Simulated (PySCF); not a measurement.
Computed shifts of a molecule C4F6, B3LYP/pcSseg-1 run with PySCF, GIAO, gas phase, equivalent atoms averaged, in ppm (number of nuclei): ¹⁹F: -139.9 (2), -143.3 (4). ¹³C: 150.6 (2), 125.2 (2). References: ¹⁹F against CFCl3 (σ = 161.7 ppm); ¹³C against TMS (σ = 181.3 ppm), references at their B3LYP-D3(BJ)/def2-TZVP geometries, non-relativistic. Geometry: B3LYP-D3(BJ)/def2-SVP. Other conformers were not sampled.

Identify the compound among the candidates.
A. FC1=C(F)C(F)(F)C1(F)F
B. FC(F)(F)C#CC(F)(F)F
C. FC(F)=C(F)C(F)=C(F)F

A, FC1=C(F)C(F)(F)C1(F)F
